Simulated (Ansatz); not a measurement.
Molecule: sum formula SiNH₄ (charge 0, doublet). It need not be the lowest isomer of its formula. 
Coordinates optimised at B3LYP-D3(BJ)/def2-TZVP (Ansatz, a quantum-chemistry and plane-wave program):
```
Si
N 1 1.7545
H 2 1.0233 1 112.94
H 1 1.4766 2 109.05 3 -171.64
H 1 1.4867 4 109.54 2 -122.57
H 1 1.4875 4 109.53 5 -119.05
```
Charge 0, spin multiplicity 2.

Basis-set convergence of Hartree-Fock and CCSD(T) correlation energies (hartree) with Ansatz. Correlated levels leave the core frozen unless marked. UHF or UKS for open shells. No spin-orbit coupling. No relativistic terms.

```tsv
basis	functions	E(HF)	E(corr, CCSD(T))
aug-cc-pV(D+d)Z	91	-345.68849	-0.30080
aug-cc-pV(T+d)Z	193	?	?
```

**Question.** Fill in the missing entries.

**Answer.** 
- aug-cc-pV(T+d)Z, E(HF): -345.71615
- aug-cc-pV(T+d)Z, E(corr, CCSD(T)): -0.35594
